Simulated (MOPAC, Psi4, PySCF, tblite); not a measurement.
Interaction energy of C2H3N ··· CS2 (SMILES CC#N and S=C=S). Monomers: optimised at B3LYP-D3(BJ) (def2-TZVP), held rigid. Orientation: a random orientation, not optimised. The monomers approach along the line of their centres of mass (distance R); nothing else relaxes.

Geometry at R = 5.24 Å (first 6 atoms: monomer A):
```
9

C     -0.4886     0.0012     0.0017
C      0.9658    -0.0024    -0.0034
N      2.1151    -0.0053    -0.0074
H     -0.8685    -0.6494    -0.7862
H     -0.8616    -0.3555     0.9619
H     -0.8622     1.0115    -0.1667
S     -2.6325    -1.6205     3.2257
C     -1.7208    -1.2292     4.4201
S     -0.8093    -0.8380     5.6147
```

- GFN2-xTB (tblite)
- PM7, restricted, heats of formation (MOPAC)
- RKS-B3LYP/6-31G* = PySCF with restricted B3LYP/6-31G*, spherical d, no counterpoise correction
- SAPT0/jun-cc-pVDZ, frozen core (Psi4)

Interaction energies in kcal/mol; the last columns give the difference from SAPT0:

```json
[
 {"R / Å": "4.66", "GFN2-xTB": "-0.62", "PM7": "0.69", "RKS-B3LYP/6-31G*": "1.12", "SAPT0/jun-cc-pVDZ": "0.46", "GFN2-xTB − SAPT0/jun-cc-pVDZ": "-1.08", "PM7 − SAPT0/jun-cc-pVDZ": "0.23", "RKS-B3LYP/6-31G* − SAPT0/jun-cc-pVDZ": "0.66"},
 {"R / Å": "4.88", "GFN2-xTB": "-0.84", "PM7": "-0.10", "RKS-B3LYP/6-31G*": "0.26", "SAPT0/jun-cc-pVDZ": "-0.27", "GFN2-xTB − SAPT0/jun-cc-pVDZ": "-0.56", "PM7 − SAPT0/jun-cc-pVDZ": "0.17", "RKS-B3LYP/6-31G* − SAPT0/jun-cc-pVDZ": "0.54"},
 {"R / Å": "5.01", "GFN2-xTB": "-0.83", "PM7": "-0.36", "RKS-B3LYP/6-31G*": "0.02", "SAPT0/jun-cc-pVDZ": "-0.46", "GFN2-xTB − SAPT0/jun-cc-pVDZ": "-0.37", "PM7 − SAPT0/jun-cc-pVDZ": "0.11", "RKS-B3LYP/6-31G* − SAPT0/jun-cc-pVDZ": "0.49"},
 {"R / Å": "5.24", "GFN2-xTB": "-0.74", "PM7": "-0.58", "RKS-B3LYP/6-31G*": "-0.16", "SAPT0/jun-cc-pVDZ": "-0.57", "GFN2-xTB − SAPT0/jun-cc-pVDZ": "-0.16", "PM7 − SAPT0/jun-cc-pVDZ": "0.00", "RKS-B3LYP/6-31G* − SAPT0/jun-cc-pVDZ": "0.41"},
 {"R / Å": "5.44", "GFN2-xTB": "-0.62", "PM7": "-0.63", "RKS-B3LYP/6-31G*": "-0.19", "SAPT0/jun-cc-pVDZ": "-0.55", "GFN2-xTB − SAPT0/jun-cc-pVDZ": "-0.07", "PM7 − SAPT0/jun-cc-pVDZ": "-0.08", "RKS-B3LYP/6-31G* − SAPT0/jun-cc-pVDZ": "0.37"},
 {"R / Å": "5.62", "GFN2-xTB": "-0.52", "PM7": "-0.62", "RKS-B3LYP/6-31G*": "-0.17", "SAPT0/jun-cc-pVDZ": "-0.50", "GFN2-xTB − SAPT0/jun-cc-pVDZ": "-0.03", "PM7 − SAPT0/jun-cc-pVDZ": "-0.12", "RKS-B3LYP/6-31G* − SAPT0/jun-cc-pVDZ": "0.33"},
 {"R / Å": "5.93", "GFN2-xTB": "-0.38", "PM7": "-0.53", "RKS-B3LYP/6-31G*": "-0.12", "SAPT0/jun-cc-pVDZ": "-0.38", "GFN2-xTB − SAPT0/jun-cc-pVDZ": "0.00", "PM7 − SAPT0/jun-cc-pVDZ": "-0.15", "RKS-B3LYP/6-31G* − SAPT0/jun-cc-pVDZ": "0.26"},
 {"R / Å": "6.24", "GFN2-xTB": "-0.28", "PM7": "-0.43", "RKS-B3LYP/6-31G*": "-0.07", "SAPT0/jun-cc-pVDZ": "-0.28", "GFN2-xTB − SAPT0/jun-cc-pVDZ": "0.01", "PM7 − SAPT0/jun-cc-pVDZ": "-0.15", "RKS-B3LYP/6-31G* − SAPT0/jun-cc-pVDZ": "0.21"},
 {"R / Å": "6.73", "GFN2-xTB": "-0.16", "PM7": "-0.29", "RKS-B3LYP/6-31G*": "-0.03", "SAPT0/jun-cc-pVDZ": "-0.17", "GFN2-xTB − SAPT0/jun-cc-pVDZ": "0.01", "PM7 − SAPT0/jun-cc-pVDZ": "-0.12", "RKS-B3LYP/6-31G* − SAPT0/jun-cc-pVDZ": "0.14"},
 {"R / Å": "7.43", "GFN2-xTB": "-0.08", "PM7": "-0.16", "RKS-B3LYP/6-31G*": "-0.01", "SAPT0/jun-cc-pVDZ": "-0.09", "GFN2-xTB − SAPT0/jun-cc-pVDZ": "0.01", "PM7 − SAPT0/jun-cc-pVDZ": "-0.07", "RKS-B3LYP/6-31G* − SAPT0/jun-cc-pVDZ": "0.08"},
 {"R / Å": "8.44", "GFN2-xTB": "-0.03", "PM7": "-0.06", "RKS-B3LYP/6-31G*": "-0.01", "SAPT0/jun-cc-pVDZ": "-0.04", "GFN2-xTB − SAPT0/jun-cc-pVDZ": "0.01", "PM7 − SAPT0/jun-cc-pVDZ": "-0.02", "RKS-B3LYP/6-31G* − SAPT0/jun-cc-pVDZ": "0.03"},
 {"R / Å": "9.72", "GFN2-xTB": "-0.01", "PM7": "-0.02", "RKS-B3LYP/6-31G*": "0.00", "SAPT0/jun-cc-pVDZ": "-0.02", "GFN2-xTB − SAPT0/jun-cc-pVDZ": "0.01", "PM7 − SAPT0/jun-cc-pVDZ": "-0.01", "RKS-B3LYP/6-31G* − SAPT0/jun-cc-pVDZ": "0.01"}
]
```

GFN2-xTB is furthest from SAPT0/jun-cc-pVDZ at 4.66 (-1.08 kcal/mol, below); its mean absolute difference over the points is 0.19 kcal/mol.

PM7 is furthest from SAPT0/jun-cc-pVDZ at 4.66 (0.23 kcal/mol, above); its mean absolute difference over the points is 0.10 kcal/mol.

RKS-B3LYP/6-31G* is furthest from SAPT0/jun-cc-pVDZ at 4.66 (0.66 kcal/mol, above); its mean absolute difference over the points is 0.29 kcal/mol.
